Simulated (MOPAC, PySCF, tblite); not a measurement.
Breaking a bond: trisilylamine, SMILES [SiH3]N([SiH3])[SiH3] (H₉NSi₃). The Si1–H13 bond (Si1 also carries H, H, N; H13 carries nothing else) is pulled apart rigidly from the PBE0/def2-SVP optimised geometry.

- PM6, restricted, heats of formation (MOPAC)
- GFN2-xTB, 300 K electronic temperature (tblite)
- RHF/STO-3G = PySCF with restricted Hartree-Fock/STO-3G
- UKS-M06-2X/6-31G* = PySCF 2.14.0 with unrestricted M06-2X/6-31G*, spherical d

Energies are in eV, each relative to the lowest point of its own curve near equilibrium.

| R / Å | PM6 | GFN2-xTB | RHF/STO-3G | UKS-M06-2X/6-31G* |
|---|---|---|---|---|
| 1.21 | 0.637 | 1.201 | 0.904 | 1.071 |
| 1.32 | 0.206 | 0.264 | 0.182 | 0.316 |
| 1.41 | 0.033 | 0.021 | 0.002 | 0.053 |
| 1.43 | 0.015 | 0.003 | 0.000 | 0.026 |
| 1.49 | 0.000 | 0.000 | 0.060 | 0.000 |
| 1.55 | 0.043 | 0.051 | 0.205 | 0.040 |
| 1.59 | 0.100 | 0.105 | 0.340 | 0.096 |
| 1.69 | 0.329 | 0.280 | 0.779 | 0.310 |
| 1.79 | 0.656 | 0.486 | 1.325 | 0.595 |
| 1.96 | 1.339 | 0.868 | 2.389 | 1.157 |
| 2.18 | 2.297 | 1.442 | 3.848 | 1.917 |
| 2.44 | 3.375 | 2.115 | 5.486 | 2.764 |
| 2.78 | 4.573 | 2.885 | 7.296 | 3.721 |
| 3.16 | 5.594 | 3.536 | 8.800 | 4.581 |
| 3.64 | 6.470 | 4.049 | 10.018 | 5.393 |
| 4.33 | 7.193 | 4.360 | 10.905 | 6.162 |

At the longest distance, 4.33 Å, RHF/STO-3G lies highest above its minimum (10.905 eV) and GFN2-xTB lowest (4.360 eV).

The restricted form behind PM6, RHF/STO-3G keeps the bonding electrons paired and can't separate into open-shell fragments.
